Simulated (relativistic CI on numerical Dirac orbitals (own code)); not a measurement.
**Mg: from the plainest model towards the measured levels**

Calculated with a relativistic CI code on KLI orbitals (one set per configuration, finite nucleus), adding one ingredient at a time: step 1, Dirac-Coulomb, each configuration alone; step 2, with Breit and QED terms; step 3, with configuration mixing; step 4, with scaled Slater integrals (0.85); step 5, with a P86 correlation estimate; step 6, tied to the ionisation limit. P86 is a density functional for the correlation energy, evaluated here for each configuration and added to its levels. Step 6 is semi-empirical: configurations made of the next ion and one excited electron move by -701 cm⁻¹, so that their limit matches the tabulated ionisation energy, and those with a non-penetrating f or g electron also take the P86 value of the least penetrating other one.

Configuration list (outside the closed core [Ne]): 3s², 3s3p, 3s4s, 3s3d, 3s4p, 3s5s, 3s4d, 3s5p, 3s4f, 3s6s, 3s5d, 3s6p, 3s5f, 3p², 3d², 3p4s.

Computed minus measured energy above the ground level, in cm⁻¹, for 25 of the 45 excited levels that pair in every step (one J of a term; a digit in brackets numbers repeated terms):

```tsv
Configuration	Term	J	Measured	Step 1	Step 2	Step 3	Step 4	Step 5	Step 6
3s3p	3P°	0	21850	-6636	-6642	-1450	-1955	-1254	-1955
3s3p	1P°	1	35051	1401	1392	3020	-87	1138	441
3s4s	3S	1	41197	-7157	-7164	-1865	-3056	-60	-761
3s4s	1S	0	43503	-6567	-6574	-1573	-3172	-157	-857
3s3d	1D	2	46403	-4561	-4570	-2502	-3070	-221	-802
3s4p	3P°	0	47841	-7699	-7707	-2324	-3542	27	-673
3s3d	3D	2	47957	-7370	-7379	-2060	-3312	-134	-835
3s4p	1P°	1	49347	-7254	-7262	-545	-2236	1207	510
3s5s	3S	1	51873	-7982	-7990	-2652	-3915	399	-301
3s5s	1S	0	52556	-7711	-7718	-2382	-3780	524	-175
3s4d	1D	2	53135	-6196	-6204	-2596	-3733	217	-400
3s4d	3D	3	54192	-7976	-7984	-2658	-3930	432	-269
3s5p	3P°	0	54249	-8104	-8112	-2764	-4041	482	-219
3s4f	1F°	3	54676	-8198	-8206	-2881	-4181	1742	147
3s4f	3F°	2	54677	-8210	-8218	-2893	-4191	1731	137
3s5p	1P°	1	54707	-8052	-8060	-1928	-3379	979	283
3s6s	3S	1	55892	-8188	-8196	-2858	-4139	747	46
3s6s	1S	0	56187	-8019	-8027	-2620	-3965	892	194
3s5d	1D	2	56308	-7041	-7050	-2593	-3888	784	117
3s5d	3D	3	56968	-8161	-8169	-2839	-4121	779	78
3s6p	3P°	0	57017	-8240	-8248	-2912	-4202	825	124
3s5f	1F°	3	57204	-8258	-8266	-2941	-4241	1681	87
3s5f	3F°	2	57204	-8268	-8276	-2951	-4249	1672	79
3s6p	1P°	1	57215	-8215	-8223	-2203	-3627	1143	448
3p²	3P	0	57813	-7007	-7023	-2449	-3117	-2145	-2145
```

Mean absolute errors in cm⁻¹, over all paired levels and for the first 12 configurations:

```
Configuration, levels  Step 1  Step 2  Step 3  Step 4  Step 5  Step 6
              all, 45    7507    7515    2468    3566     897     558
              3s3p, 4    5326    5329    1843    1490    1227    1578
              3s4s, 2    6862    6869    1719    3114     109     809
              3s3d, 4    6668    6677    2171    3252     156     827
              3s4p, 4    7588    7597    1880    3216     322     633
              3s5s, 2    7846    7854    2517    3847     461     238
              3s4d, 4    7531    7539    2643    3881     378     302
              3s5p, 4    8091    8099    2555    3875     606     235
              3s4f, 4    8207    8215    2890    4189    1734     139
              3s6s, 2    8104    8111    2739    4052     819     120
              3s5d, 4    7881    7889    2777    4062     780      88
              3s6p, 4    8234    8242    2735    4058     904     205
              3s5f, 4    8265    8273    2948    4247    1674      81
```

Measured levels: NIST Handbook of Basic Atomic Spectroscopic Data (Sansonetti and Martin, J. Phys. Chem. Ref. Data 34, 1559 (2005)).

Q: What does each ingredient do to the ground and the excited configurations, and where is the model closest to experiment?

A: Mixing lowers the ground level by 5325, with 3p² as its largest admixture; relative to it the configurations that move most are 3s4p by +5717, 3s5p by +5544, 3s6p by +5507. Configurations whose own partners of that kind are not in the list rise by much of that lowering, so a short list can trade one imbalance for another. The P86 estimate moves 3s4f by +5923, 3s5f by +5922, 3s6p by +4962, and takes the mean absolute error of the excited configurations from 3566 to 897. Step 6 takes that error from 897 to 558; the error more than halves for 3s5p, 3s6s, 3s5d, 3s6p; 3s4f, 3s5f gain from the shift and the changed P86 value together; it grows for 3s4s, 3s3d, 3s4p. The shift fits the limit, so it does little for low levels whose errors differ from those near the limit. The mean absolute error is lowest at step 6 (558 cm⁻¹), and the largest single drop is from step 2 to 3 (7515 to 2468).
